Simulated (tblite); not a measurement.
Species: C₅H₁₆N₂Si.
Atom-mapped SMILES: `[CH3:1][CH2:2][CH2:3][CH2:4][NH:5][N:6]([CH3:7])[SiH3:8]` (hydrogens: H9, H10, H11 on C1; H12, H13 on C2; H14, H15 on C3; H16, H17 on C4; H18 on N5; H19, H20, H21 on C7; H22, H23, H24 on Si8)

Geometry (GFN2-xTB, Å), atoms numbered from 1 in this order:
```
atom  x, y, z in Å
C1     3.6192   -0.6849   -0.1698
C2     2.1369   -0.5558   -0.4968
C3     1.5386    0.7278    0.0731
C4     0.0499    0.8501   -0.2380
N5    -0.6829   -0.2497    0.3731
N6    -2.0589   -0.2874    0.0426
C7    -2.2916   -1.1371   -1.1005
Si8   -3.1560    0.9612    0.5040
H9     4.1772    0.1510   -0.5872
H10    4.0234   -1.6062   -0.5822
H11    3.7743   -0.6938    0.9067
H12    1.5885   -1.4052   -0.0885
H13    2.0020   -0.5630   -1.5803
H14    2.0574    1.5942   -0.3430
H15    1.6798    0.7425    1.1565
H16   -0.1073    0.7827   -1.3183
H17   -0.3237    1.8328    0.0966
H18   -0.6065   -0.1853    1.3859
H19   -1.9359   -0.6898   -2.0356
H20   -1.7681   -2.0822   -0.9506
H21   -3.3590   -1.3231   -1.1908
H22   -2.7326    1.3217    1.8593
H23   -3.1613    2.1803   -0.3239
H24   -4.4753    0.3391    0.4487
```

Computed with GFN2-xTB (tblite): harmonic, unscaled wavenumbers at the GFN2-xTB geometry, gas phase. The method is semi-empirical: single wavenumbers can be off by several per cent or more. Modes of hydrogen on silicon can be 10 to 20 % off. One conformer, not necessarily the lowest.

Harmonic wavenumbers (cm⁻¹): 28.8, 63.8, 70.7, 120.7, 137.9, 144.2, 169.2, 224.3, 243.7, 269.5, 309.6, 380.3, 389.9, 521.6, 565.3, 616.1, 705.9, 745.9, 777.2, 815.0, 824.3, 836.0, 884.1, 892.7, 982.5, 994.8, 1036.8, 1085.1, 1097.6, 1113.3, 1129.7, 1144.9, 1183.5, 1219.4, 1239.0, 1247.8, 1278.4, 1302.8, 1334.2, 1367.7, 1398.6, 1406.1, 1415.4, 1472.7, 1485.1, 1490.0, 1496.7, 1502.5, 1505.0, 1507.8, 2159.5, 2242.3, 2285.3, 2821.0, 2903.9, 2957.3, 2965.9, 2977.3, 2981.1, 2989.0, 3004.4, 3027.3, 3029.0, 3034.5, 3039.7, 3314.7.

A = 3973, B = 654.3, C = 595.6 MHz; mass 132.108 u (most abundant isotopes); point group C1, symmetry number 1.

Question: Zero-point energy?

Answer: ½Σν̃ = 44953 cm⁻¹ = 128.53 kcal/mol.

Question: Entropy at 500 K, 1 bar (ideal gas, RRHO, classical rotation)?

Answer: Translation 43.14, rotation 31.26, vibration 62.87: S = 137.3 cal/(mol K).

Question: And Cp and H(500 K) − H(0)?

Answer: Cp = 67.49 cal/(mol K), of which vibrations give 59.54 (their classical limit is 66 R = 131.2); H(500 K) − H(0) = 19.52 kcal/mol without the zero-point energy, 15.54 from vibrations.

Question: What must be added to the electronic energy to get the Gibbs energy at 500 K and 1 bar?

Answer: ZPE + [H(500 K) − H(0)] − T·S = 128.53 + 19.52 − 68.64 = 79.41 kcal/mol.

Question: How do the functions run with temperature in this model?

Answer: 
```
 T (K)  S (cal/(mol K))  Cp (cal/(mol K))  H − H(0) (kcal/mol)  G − H(0) (kcal/mol)  ln q(vib)
   150             84.5              28.1                 2.79                -9.88       4.53
   250            101.3              38.8                 6.13               -19.20       7.98
298.15            108.6              44.5                 8.13               -24.26       9.57
   400            123.4              56.7                13.29               -36.08      12.84
   600            150.4              76.7                26.74               -63.51      19.10
   900            185.7              96.9                53.02              -114.08      27.99
```

q(vib) and H(0) count from the zero-point level.

Hindered rotation and anharmonicity are outside this model. Other conformers, if any are populated, would add a mixing term that is left out. The structure is chiral; the term R ln 2 for an equal mix with its mirror image is left out.
